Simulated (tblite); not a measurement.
Compound: C₅H₉OSi (doublet state).
Structure used (GFN2-xTB), in Å, numbered top down from 1:
```
atom  x, y, z in Å
Si1    3.1067    0.2700    0.2974
O2     2.2069   -0.8615   -0.4547
C3     0.8706   -1.0691   -0.3357
C4     0.0562   -0.4058    0.4274
C5    -1.2892   -0.2092    0.8316
C6    -2.4296   -0.2037   -0.1873
C7    -2.0106    1.0712    0.4565
H8     3.0533    0.1016    1.7503
H9     2.6407    1.6169   -0.0399
H10    4.4020   -0.0533   -0.2811
H11    0.5627   -1.9113   -0.9687
H12   -1.5285   -0.6111    1.8111
H13   -2.1668   -0.3657   -1.2206
H14   -3.3585   -0.6625    0.1152
H15   -1.4668    1.7853   -0.1428
H16   -2.6566    1.5171    1.1973
```

Computed values, GFN2-xTB/tblite, gas phase, harmonic and unscaled. Errors from tens to a few hundred cm⁻¹ against measured bands are possible. Modes of hydrogen on silicon can be 10 to 20 % off. One conformer, not necessarily the lowest. Open shells enter through the occupations alone, without spin polarisation, and single modes of such species can be off by tens of per cent.

Harmonic wavenumbers (cm⁻¹): 41.5, 67.2, 101.8, 121.1, 140.0, 218.4, 369.7, 419.0, 532.7, 598.5, 653.6, 719.9, 748.1, 749.5, 798.4, 801.5, 826.0, 841.7, 852.2, 874.0, 1006.6, 1037.6, 1053.5, 1063.3, 1072.9, 1152.2, 1182.1, 1235.1, 1241.2, 1329.3, 1423.9, 1464.0, 1814.0, 2233.6, 2262.4, 2334.3, 2808.1, 3007.5, 3087.2, 3089.2, 3100.9, 3118.4.

A = 6238, B = 929.0, C = 856.4 MHz; mass 113.042 u (most abundant isotopes); point group C1, symmetry number 1; spin multiplicity 2.

Question: Zero-point energy?

Answer: ½Σν̃ = 25796 cm⁻¹ = 73.75 kcal/mol.

Question: Give the ideal-gas entropy at 273.15 K and 1 bar in the rigid-rotor, harmonic-oscillator model (classical rotation).

Answer: Translation 39.67, rotation 28.30, vibration 24.38, spin (R ln 2) 1.38: S = 93.7 cal/(mol K).

Question: And Cp and H(273.15 K) − H(0)?

Answer: Cp = 31.93 cal/(mol K), of which vibrations give 23.98 (their classical limit is 42 R = 83.5); H(273.15 K) − H(0) = 5.53 kcal/mol without the zero-point energy, 3.36 from vibrations.

Question: Which modes carry the vibrational entropy at 273.15 K?

Answer: 41.5 cm⁻¹: 5.01; 67.2 cm⁻¹: 4.06; 101.8 cm⁻¹: 3.25; 121.1 cm⁻¹: 2.91; 140.0 cm⁻¹: 2.64; 218.4 cm⁻¹: 1.81 cal/(mol K); the other 36 give 4.69 together.

Question: What must be added to the electronic energy to get the Gibbs energy at 273.15 K and 1 bar?

Answer: ZPE + [H(273.15 K) − H(0)] − T·S = 73.75 + 5.53 − 25.60 = 53.68 kcal/mol.

Hindered rotation and anharmonicity are outside this model. Other conformers, if any are populated, would add a mixing term that is left out. The structure is chiral; the term R ln 2 for an equal mix with its mirror image is left out.
